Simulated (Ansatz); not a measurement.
Ansatz (an electronic-structure program) input (B3LYP/6-31G*):

Ansatz 0.2 input:
```yaml
crystal:
  periodic: [false, false, false]
  atoms:
    - {symbol: Be, position_ang: [0.00000000, 0.00000000, 0.00000000]}
    - {symbol: F, position_ang: [-0.00000000, -0.00000000, -1.38116800]}
    - {symbol: F, position_ang: [0.00000000, 0.00000000, 1.38116800]}
basis:
  gaussian:
    orbitals: 6-31G*
hamiltonian:
  xc: {name: B3LYP}
output: {forces: true}
```

Output:

```
Functional definition: B3LYP
integrals: 0.01 GiB planned
385 factors; their error is unknown
mean field: 0.09 GiB planned
mean field evaluation 1: about -5835.9924 eV, gradient 4.7e1 eV
mean field evaluation 2: about -5829.3584 eV, gradient 8.3e1 eV
mean field evaluation 4: about -5839.3697 eV, gradient 3.5e-1 eV
mean field evaluation 8: about -5839.3652 eV, gradient 5.0e-4 eV
mean field -5839.36518382 eV, -214.5927124414 hartree, gradient 3.7e-5 eV, S^2 0.000000; 0 other end points of the search recorded, 0 dependent functions left out
the calculation of the forces begins
reference -5839.36535385 eV, -214.5927186900 hartree; 11, 11 occupied and 34, 34 virtual orbitals, 385 factors
Total energy: -5839.36535385 eV, -214.5927186900 hartree
Atom 0 at     0.000000     0.000000     0.000000 Å, force     0.000000    -0.000000     0.000000 eV/Å
Atom 1 at    -0.000000    -0.000000    -1.381168 Å, force    -0.000000     0.000000     0.052231 eV/Å
Atom 2 at     0.000000     0.000000     1.381168 Å, force    -0.000000     0.000000    -0.052231 eV/Å
Dipole moment:     0.000000    -0.000000     0.000000 e Å
```

The geometry given is a B3LYP-D3(BJ)/def2-TZVP minimum.
